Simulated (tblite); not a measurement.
Species: C2H14OSi5.
SMILES with atom numbers: `[CH3:1][CH2:2][Si@@H:3]1[SiH2:4][SiH2:5][Si@H:6]1[O:7][SiH3:8]` (hydrogens: H9, H10, H11 on C1; H12, H13 on C2; H14 on Si3; H15, H16 on Si4; H17, H18 on Si5; H19 on Si6; H20, H21, H22 on Si8)

Computed with GFN2-xTB (tblite), gas phase: L-BFGS steps from a force-field or distance-geometry start until the largest atomic force falls under 0.01 eV/Å.

Step 8: E = -657.5641 eV
```
atom  x, y, z in Å  |  force x, y, z in eV/Å
C1     -2.1433   -2.1641   -0.6546    0.049   0.008   0.049
C2     -2.3499   -0.7010   -0.2763   -0.044  -0.074  -0.099
Si3    -0.8614    0.0544    0.6532   -0.122   0.070   0.137
Si4    -1.0358    2.3864    0.9892   -0.183   0.130   0.175
Si5     1.2456    2.5435    0.4526    0.107   0.264   0.100
Si6     1.0656    0.4822   -0.6217   -0.118  -0.065  -0.040
O7      2.2925   -0.5965   -0.4663   -0.073   0.106   0.149
Si8     3.1477   -1.3060    0.7179   -0.055   0.037  -0.148
H9     -2.9920   -2.5745   -1.2117    0.142   0.114   0.123
H10    -1.2470   -2.2635   -1.2659   -0.041  -0.044  -0.031
H11    -1.9975   -2.7550    0.2484   -0.066  -0.081  -0.055
H12    -2.4611   -0.1114   -1.1868   -0.114   0.015  -0.099
H13    -3.2890   -0.5939    0.2719    0.119   0.001   0.054
H14    -0.6493   -0.6783    1.9268   -0.103  -0.079  -0.105
H15    -1.6516    2.9692    2.2060    0.184  -0.101  -0.144
H16    -1.8554    3.0206   -0.0604   -0.019   0.006   0.008
H17     1.8234    3.7565   -0.1631   -0.060  -0.124   0.015
H18     2.0123    2.4296    1.7086    0.078   0.048  -0.017
H19     0.8620    0.5568   -2.0736    0.182  -0.165  -0.088
H20     2.2120   -2.0517    1.5713    0.117   0.063  -0.061
H21     4.0557   -2.1527   -0.0445    0.028  -0.025   0.068
H22     3.8061   -0.2313    1.4655   -0.008  -0.103   0.008
```

Step 9: E = -657.5777 eV
```
atom  x, y, z in Å  |  force x, y, z in eV/Å
C1     -2.1421   -2.1621   -0.6516    0.069  -0.041   0.004
C2     -2.3512   -0.6999   -0.2778    0.002  -0.047  -0.100
Si3    -0.8659    0.0567    0.6578   -0.139   0.096   0.045
Si4    -1.0386    2.3879    0.9951   -0.069   0.087   0.063
Si5     1.2460    2.5527    0.4540    0.028   0.097   0.094
Si6     1.0562    0.4816   -0.6220   -0.035  -0.004  -0.001
O7      2.2901   -0.5916   -0.4676   -0.066   0.086   0.181
Si8     3.1470   -1.3048    0.7121    0.007   0.009  -0.048
H9     -2.9860   -2.5747   -1.2082    0.030   0.097   0.061
H10    -1.2501   -2.2647   -1.2673    0.012  -0.030  -0.016
H11    -2.0011   -2.7607    0.2462   -0.027  -0.043  -0.008
H12    -2.4670   -0.1118   -1.1903   -0.096  -0.009  -0.055
H13    -3.2872   -0.5967    0.2723    0.054   0.018   0.077
H14    -0.6570   -0.6837    1.9215   -0.090  -0.108  -0.038
H15    -1.6495    2.9708    2.2019    0.119  -0.046  -0.006
H16    -1.8565    3.0221   -0.0536   -0.035   0.012  -0.019
H17     1.8273    3.7578   -0.1612   -0.040  -0.052  -0.021
H18     2.0177    2.4361    1.7064    0.075   0.044  -0.009
H19     0.8776    0.5439   -2.0757    0.145  -0.146  -0.111
H20     2.2092   -2.0536    1.5741    0.196   0.126  -0.145
H21     4.0613   -2.1580   -0.0494   -0.067   0.063   0.130
H22     3.8093   -0.2279    1.4701   -0.074  -0.209  -0.079
```

**Question.** Estimate the geometry and energy of step 10. (The exact step hangs on the optimiser's Hessian estimate; all steps are aligned on step 9, rigid shifts and turns removed.)

**Answer.** E = -657.5883 eV, largest force 0.295 eV/Å
```
atom  x, y, z in Å  |  force x, y, z in eV/Å
C1     -2.1402   -2.1616   -0.6494    0.066  -0.057  -0.026
C2     -2.3528   -0.7002   -0.2804    0.035   0.002  -0.063
Si3    -0.8720    0.0600    0.6618   -0.128   0.102  -0.030
Si4    -1.0413    2.3904    1.0014    0.046   0.034  -0.067
Si5     1.2467    2.5616    0.4561   -0.055  -0.060   0.080
Si6     1.0491    0.4811   -0.6219   -0.005   0.067   0.007
O7      2.2877   -0.5866   -0.4653   -0.068   0.075   0.164
Si8     3.1469   -1.3038    0.7070    0.053  -0.011   0.029
H9     -2.9812   -2.5739   -1.2048   -0.066   0.066  -0.003
H10    -1.2521   -2.2660   -1.2687    0.061  -0.025  -0.007
H11    -2.0044   -2.7660    0.2444    0.011  -0.014   0.033
H12    -2.4736   -0.1125   -1.1938   -0.079  -0.035  -0.023
H13    -3.2856   -0.5989    0.2736    0.014   0.020   0.075
H14    -0.6657   -0.6907    1.9168   -0.083  -0.118   0.001
H15    -1.6471    2.9727    2.1991    0.050   0.015   0.138
H16    -1.8582    3.0240   -0.0474   -0.045   0.016  -0.037
H17     1.8309    3.7590   -0.1596   -0.020   0.019  -0.057
H18     2.0236    2.4432    1.7038    0.077   0.040   0.009
H19     0.8943    0.5297   -2.0795    0.116  -0.128  -0.094
H20     2.2104   -2.0525    1.5733    0.207   0.131  -0.164
H21     4.0639   -2.1607   -0.0516   -0.101   0.096   0.141
H22     3.8101   -0.2290    1.4719   -0.086  -0.234  -0.107
```

The energy changes by -0.0105 eV. The first-order estimate −F·Δx gives -0.0141 eV and the mean of the old and new forces, exact on a quadratic surface, -0.0105 eV. The step makes an angle of 54° with the force vector and moves no atom by more than 0.022 Å.

What follows is the cost of the whole relaxation. Hardware: one thread, Intel Xeon (x86_64) (shared host). Cost: 7.2 s.
